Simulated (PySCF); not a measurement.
A series of related compounds: SMILES C1=CN=CP=C1, C4H4NP; SMILES CSc1ncccp1, C5H6NPS; SMILES c1cc(OC)ncp1, C5H6NOP.

PySCF 2.14 calculation with NMR shieldings at PBE0/pcSseg-1/GIAO and geometry from PBE0-D3(BJ)/def2-SVP; relativity neglected, isolated molecule, a single conformation, averaged over atoms made equivalent by symmetry, fast rotation or ring inversion.

Scale: $^{31}$P (310.13 ppm) against H3PO4; $^{15}$N (265.67 ppm) vs NH3 (reference shieldings calculated alike).

(1) How does the $^{31}$P shift change along the series?

(2) How does the $^{15}$N shift change along the series?

## Answers

(1) 
| compound | change | δ (ppm) | HOMO–LUMO gap (eV) |
| --- | --- | --- | --- |
| c1cncpc1 | base | 210.2 | 5.27 |
| CSc1ncccp1 | H replaced by SCH3 | 199.4 | 4.43 |
| COc1ccpcn1 | H replaced by OCH3 | 153.9 | 5.36 |

(2) 
| compound | change | δ (ppm) | HOMO–LUMO gap (eV) |
| --- | --- | --- | --- |
| c1cncpc1 | base | 384.2 | 5.27 |
| CSc1ncccp1 | H replaced by SCH3 | 344.1 | 4.43 |
| COc1ccpcn1 | H replaced by OCH3 | 327.2 | 5.36 |
